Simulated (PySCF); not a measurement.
[WH4]+ at several levels of theory

Computed with PySCF 2.14.0 (density fitting, no spin-orbit coupling) at the geometry relaxed with PBE0:

```xyz
5
[WH4]+ (doublet)
W     0.0000    0.0000    0.0000
H     1.8384   -0.0019    0.0000
H     0.0023    1.8653    0.0000
H    -1.8384    0.0019    0.0000
H    -0.0023   -1.8653    0.0000
```

```csv
level,basis,state,HOMO (eV),gap (eV),charge on W1 (e),dipole about the centre of mass (D),largest force component (eV/Å)
PBE0,"W def2-SVP with ECP60, H def2-SVP",doublet,-13.97,2.76,0.63,0.00,0.00
CAM-B3LYP,the same,doublet,-15.19,4.79,0.67,0.00,0.02
BP86,the same,doublet,-12.69,0.08,0.65,0.00,0.04
r2SCAN,the same,doublet,-12.98,0.88,0.68,0.00,0.04
PBE0,"W def2-TZVP with ECP60, H def2-TZVP",doublet,-13.36,1.94,0.45,0.00,0.21
PBE0,"W x2c-SVPall, H x2c-SVPall",doublet,-13.87,2.70,0.40,0.00,0.33
```

HOMO and gap are taken over both spins. Charges are Mulliken's, which hang on the basis. The relaxation used the grid (50, 194), these runs (75, 302) or, all-electron (x2c bases, spin-free X2C Hamiltonian), (99, 590).

Q: What does revPBE with W def2-SVP with ECP60, H def2-SVP give here?

A: state doublet, HOMO (eV) -12.58, gap (eV) 0.17, charge on W1 (e) 0.65, dipole about the centre of mass (D) 0.00, largest force component (eV/Å) 0.09. Time: 1.6 s on 2 threads of Arm Neoverse V1 (shared host), from an already converged density.

No frequency check is given that shows the relaxed geometry to be a minimum. The relaxed state is spin-contaminated (spin squared 2.85 against 0.75). Open shells may have lower solutions than the one found.

A gap near or under zero over both spins lies within a partly filled shell and is no excitation energy.

Some runs are spin-contaminated.
